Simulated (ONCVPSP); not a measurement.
# fluorine (F): variants of one ONCV potential

Base potential:

```json
{
  "Element": "F",
  "Generator": "ONCVPSP 4.0.1",
  "Type": "optimised norm-conserving Vanderbilt (ONCV)",
  "Functional": "PBEsol",
  "Relativity": "scalar-relativistic",
  "Frozen core": "none",
  "Valence charge": "9",
  "Reference configuration": "1s2 2s2 2p5",
  "Partial waves": "1s+2s: rc 0.40 bohr, ncon 4, nbas 7, qcut 36.3 1/bohr, 2 projectors; 2p: rc 1.35 bohr, ncon 3, nbas 7, qcut 8.8 1/bohr, 1 projector",
  "Local potential": "polynomial inside 0.30 bohr (lpopt 3, dvloc0 0 Ha)",
  "Core correction": "none"
}
```

All-electron outer shells of the reference configuration (PBEsol, scalar-relativistic, ld1.x):

| shell | level (eV) | outermost node (bohr) | outermost maximum (bohr) |
| --- | --- | --- | --- |
| 1s | -661.16 | – | 0.11 |
| 2s | -29.72 | 0.24 | 0.76 |
| 2p | -11.05 | – | 0.71 |

Cutoffs, loose and tight: the cutoffs (Ha) at which the residual kinetic energy of the hardest occupied pseudo-wave falls to 1 and 0.1 mHa per electron. They do not see the model core or the augmentation charge, which bear on the density cutoff. Test errors are all-electron minus pseudo excitation energies from the reference, over the configurations 1s2 2s2 2p4; 1s2 2s2 2p3; 1s2 2s2 2p2; 1s1 2s2 2p5. A dash means not determined; rows that change the core or the reference have their own tests.

| change | outcome | cutoff, loose | cutoff, tight | bound ghosts | GHOST(+) flags above zero | largest test error (meV) |
| --- | --- | --- | --- | --- | --- | --- |
| base | generated | 472 Ha | 535 Ha | none | p | +1020 |
| local potential polynomial inside 0.35 bohr (lpopt 5, dvloc0 6 Ha) | generated | 472 Ha | 535 Ha | none | none | +999 |
| functional PBE | generated | 472 Ha | 535 Ha | none | p | +1023 |
| non-relativistic | generated | 472 Ha | 535 Ha | none | p | +1023 |
| p: rc 1.24 | generated | 472 Ha | 535 Ha | none | p | +922 |

(1) What comes out with this change to the base: s: nproj 4?

(2) What comes out with this change to the base: p: qcut 7.5?

(3) What comes out with this change to the base: core [He], valence charge 7; reference 2s2 2p4.75; waves now 2s: rc 0.50 bohr, ncon 5, nbas 9, qcut 15 1/bohr, 2 projectors, debl 2.6 Ha; 2p: rc 1.75 bohr, ncon 4, nbas 8, qcut 8.7 1/bohr, 3 projectors, debl 1.7 Ha; local potential polynomial inside 0.35 bohr (lpopt 3, dvloc0 2 Ha)?

Results:

(1) outcome: generated, projector energies reset by the program, misses its reference levels by 0.82 eV; cutoff, loose: 472 Ha; cutoff, tight: 535 Ha; bound ghosts: none; GHOST(+) flags above zero: s, p; largest test error (meV): +1010.

(2) outcome: generated; cutoff, loose: 472 Ha; cutoff, tight: 535 Ha; bound ghosts: none; GHOST(+) flags above zero: p; largest test error (meV): +1407.

(3) outcome: failed: optimize: ERROR ps0norm > uunorm, code will stop. Cause: the continuity conditions at rc already need more norm inside rc than the all-electron wave has, so norm conservation cannot be met.
